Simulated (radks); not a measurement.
Polarisability of the rubidium ion Rb+, [Kr], at imaginary frequency. Calculated with a radial shooting solver on a logarithmic mesh with Libxc functionals: non-relativistic Kohn-Sham, LB94 model potential, spin-polarised, spherical densities, point nucleus; relativity is left out, which matters for an element this heavy. Response by self-consistent Sternheimer equations with the Hartree and adiabatic LDA kernel.

| w (hartree) | alpha1(iw) (bohr^3) | alpha2(iw) (bohr^5) |
|---|---|---|
| 0.00266 | 9.399 | 38.02 |
| 0.0143 | 9.396 | 38.01 |
| 0.0360 | 9.380 | 37.97 |
| 0.0697 | 9.329 | 37.83 |
| 0.118 | 9.202 | 37.47 |
| 0.186 | 8.928 | 36.70 |
| 0.280 | 8.400 | 35.18 |
| 0.413 | 7.496 | 32.44 |
| 0.605 | 6.148 | 28.02 |
| 0.892 | 4.474 | 21.86 |
| 1.35 | 2.803 | 14.71 |
| 2.12 | 1.487 | 8.115 |
| 3.59 | 0.6675 | 3.466 |
| 6.94 | 0.2503 | 1.058 |
| 17.5 | 0.06211 | 0.1860 |

Static values: alpha1 = 9.399 bohr^3 (1.393 angstrom^3; uncoupled 14.84), alpha2 = 38.02 bohr^5, alpha3 = 321.7 bohr^7. C6 = 57.15, C8 = 1272, triple-dipole C9 = 392.1 atomic units. One-pole (London) frequency 4 C6 / (3 alpha1^2) = 0.862 hartree, against 1.014 for minus the highest occupied eigenvalue.
